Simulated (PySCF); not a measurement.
A geometry optimisation, step by step.

Compound: C5H2BrNO.
SMILES with atom numbers: `[CH:1]#[C:2][c:3]1[cH:4][c:5]([Br:6])[o:7][n:8]1` (hydrogens: H9 on C1; H10 on C4)

Computed by this run: BHandHLYP/def2-SVP geometry optimisation, gas phase in PySCF; density fitting, grid level 1; the optimiser is geomeTRIC in internal coordinates, started from a GFN2-xTB structure. The frame can shift and turn from step to step; on so coarse a grid that alone can change the energy by a few meV, and forces under 0.02 eV/Å are noise.

Step 0: E = -78776.0692 eV, largest atomic force 1.434 eV/Å
```
atom  x, y, z in Å  |  force x, y, z in eV/Å
C1     -2.857   -0.138    0.034    0.870   0.152   0.059
C2     -1.676    0.059    0.110   -0.829  -0.016   0.029
C3     -0.283    0.254    0.176    1.337   0.457   0.241
C4      0.721   -0.571   -0.408    0.766   0.640   0.385
C5      1.871    0.064   -0.043   -0.207   0.004   0.014
Br6     3.659   -0.325   -0.376   -0.327   0.076   0.064
O7      1.600    1.154    0.682   -0.203  -0.917  -0.594
N8      0.263    1.265    0.813   -0.590   0.029   0.044
H9     -3.892   -0.297   -0.023   -0.797  -0.132  -0.051
H10     0.602   -1.462   -0.986   -0.020  -0.292  -0.190
```

Step 1: E = -78776.0845 eV, largest atomic force 0.321 eV/Å
```
atom  x, y, z in Å  |  force x, y, z in eV/Å
C1     -2.838   -0.315    0.225   -0.195  -0.094   0.039
C2     -1.658   -0.112    0.279    0.163   0.019  -0.006
C3     -0.259    0.176    0.253   -0.278   0.034  -0.157
C4      0.783   -0.600   -0.337   -0.144  -0.010  -0.115
C5      1.852    0.210   -0.193    0.024   0.070   0.029
Br6     3.613    0.045   -0.715    0.067  -0.057  -0.003
O7      1.508    1.330    0.420    0.101   0.062   0.143
N8      0.185    1.315    0.703    0.122  -0.031  -0.047
H9     -3.893   -0.487    0.178    0.098  -0.006   0.030
H10     0.709   -1.557   -0.828    0.043   0.014   0.086
```

Step 2: E = -78776.1039 eV, largest atomic force 0.128 eV/Å
```
atom  x, y, z in Å  |  force x, y, z in eV/Å
C1     -2.840   -0.333    0.241    0.031  -0.056   0.050
C2     -1.665   -0.094    0.256    0.014   0.102  -0.070
C3     -0.272    0.214    0.205    0.016   0.072  -0.053
C4      0.769   -0.569   -0.376   -0.007   0.012  -0.025
C5      1.855    0.212   -0.187    0.029  -0.045   0.001
Br6     3.630   -0.021   -0.644   -0.002   0.002   0.012
O7      1.524    1.330    0.438   -0.089  -0.081  -0.044
N8      0.191    1.338    0.678   -0.018   0.022   0.096
H9     -3.886   -0.543    0.236   -0.002  -0.010   0.011
H10     0.696   -1.527   -0.862    0.028  -0.017   0.022
```

Step 3: E = -78776.1074 eV, largest atomic force 0.205 eV/Å
```
atom  x, y, z in Å  |  force x, y, z in eV/Å
C1     -2.833   -0.345    0.251    0.058  -0.039   0.038
C2     -1.666   -0.068    0.229   -0.087   0.105  -0.064
C3     -0.278    0.252    0.164   -0.024  -0.159   0.128
C4      0.756   -0.548   -0.406    0.015   0.046  -0.012
C5      1.854    0.205   -0.184   -0.027   0.035   0.006
Br6     3.637   -0.065   -0.587   -0.026   0.012  -0.001
O7      1.529    1.324    0.443    0.095   0.045   0.084
N8      0.195    1.354    0.675    0.038  -0.044  -0.158
H9     -3.870   -0.593    0.284   -0.026   0.002  -0.006
H10     0.679   -1.510   -0.885   -0.015  -0.004  -0.015
```

Step 4: E = -78776.1092 eV, largest atomic force 0.076 eV/Å
```
atom  x, y, z in Å  |  force x, y, z in eV/Å
C1     -2.836   -0.341    0.253    0.011  -0.039   0.032
C2     -1.670   -0.065    0.227   -0.023   0.044  -0.057
C3     -0.279    0.244    0.165    0.041  -0.008   0.015
C4      0.759   -0.550   -0.407   -0.006  -0.042   0.002
C5      1.856    0.204   -0.182   -0.022   0.006   0.010
Br6     3.639   -0.060   -0.585    0.001  -0.004  -0.007
O7      1.530    1.320    0.448   -0.010   0.036  -0.008
N8      0.194    1.352    0.665    0.018  -0.004   0.027
H9     -3.874   -0.588    0.290   -0.004   0.011  -0.008
H10     0.684   -1.510   -0.890   -0.004   0.000  -0.006
```

Step 5: E = -78776.1095 eV, largest atomic force 0.070 eV/Å
```
atom  x, y, z in Å  |  force x, y, z in eV/Å
C1     -2.835   -0.341    0.251    0.008  -0.026   0.020
C2     -1.669   -0.062    0.225   -0.007   0.032  -0.012
C3     -0.277    0.244    0.170    0.005   0.002   0.010
C4      0.758   -0.553   -0.402    0.011   0.048   0.019
C5      1.854    0.205   -0.181    0.037  -0.035  -0.019
Br6     3.634   -0.062   -0.596    0.014   0.006   0.001
O7      1.532    1.323    0.448   -0.031  -0.058  -0.026
N8      0.197    1.352    0.670   -0.037   0.018   0.015
H9     -3.873   -0.588    0.284   -0.002   0.009  -0.008
H10     0.682   -1.512   -0.885    0.002   0.004  -0.001
```

Step 6: E = -78776.1097 eV, largest atomic force 0.020 eV/Å
```
atom  x, y, z in Å  |  force x, y, z in eV/Å
C1     -2.835   -0.341    0.252    0.010  -0.014   0.011
C2     -1.670   -0.059    0.224    0.000   0.013  -0.001
C3     -0.278    0.245    0.170    0.010   0.002   0.001
C4      0.757   -0.552   -0.402    0.006  -0.006  -0.008
C5      1.856    0.202   -0.181   -0.003  -0.001  -0.002
Br6     3.636   -0.063   -0.596   -0.009   0.000   0.003
O7      1.533    1.320    0.447   -0.005  -0.008   0.005
N8      0.198    1.352    0.670   -0.004   0.008  -0.003
H9     -3.874   -0.587    0.286   -0.003   0.007  -0.006
H10     0.679   -1.511   -0.886   -0.001  -0.001  -0.002
```

Problem. Summarise the path.

Solution. The energy falls by 3.91 kJ/mol from step 0 to step 6; nine tenths of that is first reached at step 3. It falls at every step. The largest force goes from 1.434 to 0.020 eV/Å. Among the bonds C2–C3 changes most (a near tie, within 0.001 Å, with another), from 1.408 to 1.427 Å; the atoms move by 0.017 Å rms after alignment.

What follows is the cost of the whole optimisation. Hardware: one thread, Arm Neoverse N1 (aarch64), shared host with 32 logical CPUs at a one-minute load of 26. Cost: 73 s of wall time, 0.62 GiB resident at most.
